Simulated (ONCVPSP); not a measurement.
## krypton (Kr): one change to an ONCV potential, before and after

```json
{
 "Element": "krypton (Kr)",
 "Generator": "ONCVPSP 4.0.1",
 "Type": "optimised norm-conserving Vanderbilt (ONCV)",
 "Functional": "PBE",
 "Relativity": "scalar-relativistic",
 "Frozen core": "[Ne]",
 "Valence charge": "26",
 "Reference configuration": "3s2 3p6 3d10 4s2 4p6",
 "Partial waves": "3s+4s: rc 1.00 bohr, ncon 5, nbas 8, qcut 10.9 1/bohr, 2 projectors; 3p+4p: rc 0.90 bohr, ncon 4, nbas 7, qcut 15.7 1/bohr, 2 projectors; 3d: rc 0.80 bohr, ncon 4, nbas 9, qcut 22.8 1/bohr, 3 projectors, debl 1.4 Ha",
 "Local potential": "polynomial inside 0.50 bohr (lpopt 5, dvloc0 -1 Ha)",
 "Core correction": "Teter function, fcfact 2.75, rcfact 1.35"
}
```

In the d channel the program set the typed energies aside and used -2.991, 0.250, 1.650 Ha.

Change: all radii but the core radius scaled by about 1.16 (s 1.16, p 1.04, d 0.92 bohr); local potential polynomial inside 0.58 bohr (lpopt 5, dvloc0 -1 Ha).

Cutoffs: the cutoffs (Ha) at which the residual kinetic energy of the hardest occupied pseudo-wave falls to 1 and 0.1 mHa per electron; they do not see the model core or the augmentation charge, which bear on the density cutoff. Errors are all-electron minus pseudo energies relative to the spin-unpolarised reference configuration.

Question: How do hardness, ghosts and transferability respond?

Answer: The potential gets softer (189 Ha and 212 Ha → 167 Ha and 188 Ha); of the 4 tests that both files solve, the error grows in 4 and shrinks in 0 by more than 15 % and 0.3 meV (median size 4.5 → 6.1 meV); neither file shows a bound ghost. A larger radius leaves more room for a smooth pseudo-wave, so fewer plane waves are needed. More of the atom is replaced by a form fitted at one configuration, so other configurations suffer.

```csv
quantity,base,changed
"cutoff, loose",189 Ha,167 Ha
"cutoff, tight",212 Ha,188 Ha
loose cutoff by channel,"s 56 Ha, p 85 Ha, d 189 Ha","s 42 Ha, p 80 Ha, d 167 Ha"
bound ghosts,none,none
GHOST(+) flags under 300 eV,none,none
"error for 3s2 3p6 3d10 4s2 4p5, meV [ΔE 14.29 eV]",-0.8,-1.3
"error for 3s2 3p6 3d10 4s2 4p4, meV [ΔE 39.46 eV]",-2.9,-4.1
"error for 3s2 3p6 3d10 4s2 4p3, meV [ΔE 76.54 eV]",-6.0,-8.2
"error for 3s1 3p6 3d10 4s2 4p6, meV [ΔE 276.72 eV]",-495,-754
"rms error of d²Exc/dni dnj with the model core, mHa",1.93,1.81
```
